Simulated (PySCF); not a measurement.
Does the answer move with the share of exact exchange?

Compound: TMS, C₄H₁₂Si.
SMILES with atom numbers: `[CH3:1][Si:2]([CH3:3])([CH3:4])[CH3:5]` (hydrogens: H6, H7, H8 on C1; H9, H10, H11 on C3; H12, H13, H14 on C4; H15, H16, H17 on C5)

Cartesian coordinates in Å at the GFN2-xTB level; atoms count from 1:
```xyz
17
C4H12Si angstrom
C     -0.407   -1.213   -1.419
Si    -0.001   -0.001   -0.002
C      0.008    1.786   -0.675
C     -1.320   -0.155    1.370
C      1.716   -0.416    0.722
H     -1.380   -1.004   -1.853
H     -0.419   -2.242   -1.070
H      0.327   -1.148   -2.217
H      0.242    2.502    0.106
H     -0.958    2.058   -1.089
H      0.746    1.908   -1.462
H     -2.312    0.075    0.994
H     -1.351   -1.160    1.779
H     -1.117    0.526    2.192
H      1.746   -1.426    1.117
H      2.493   -0.337   -0.033
H      1.977    0.259    1.531
```

PySCF, MINI basis, density fitting, gas phase, GFN2-xTB geometry. One functional is left out:

```json
{"functional": "B97-D", "exact exchange (%)": "0", "HOMO energy (eV)": "-9.27", "LUMO energy (eV)": "2.03"}
{"functional": "BLYP", "exact exchange (%)": "0", "HOMO energy (eV)": "-9.02", "LUMO energy (eV)": "2.14"}
{"functional": "BP86", "exact exchange (%)": "0", "HOMO energy (eV)": "-9.29", "LUMO energy (eV)": "1.93"}
{"functional": "OPBE", "exact exchange (%)": "0", "HOMO energy (eV)": "-9.37", "LUMO energy (eV)": "1.98"}
{"functional": "B3LYP", "exact exchange (%)": "20", "HOMO energy (eV)": "-10.21", "LUMO energy (eV)": "2.96"}
{"functional": "mPW1PW91", "exact exchange (%)": "25", "HOMO energy (eV)": "-10.52", "LUMO energy (eV)": "3.17"}
{"functional": "BHandHLYP", "exact exchange (%)": "50", "HOMO energy (eV)": "-11.57", "LUMO energy (eV)": "4.57"}
```

Question: Predict the row of B97-2 (21 % exact exchange) by straight lines through the other rows, and check it.

Answer: 
```tsv
property	line	computed	computed − line	B3LYP (20 %), for comparison
HOMO energy (eV)	-10.24	-10.30	-0.06	-10.21
LUMO energy (eV)	3.06	3.04	-0.02	2.96
```

Question: Which of these properties follows the share of exact exchange most closely, and which least?

Answer: Most closely the LUMO energy, least the HOMO energy; the correlations over the tabulated rows are LUMO energy 0.997, HOMO energy -0.992. The LUMO energy moves by +0.501 eV for every 10 %. Functionals with the same share still differ in their other parts: at 0 % BLYP and BP86 differ by 0.21 eV in it.
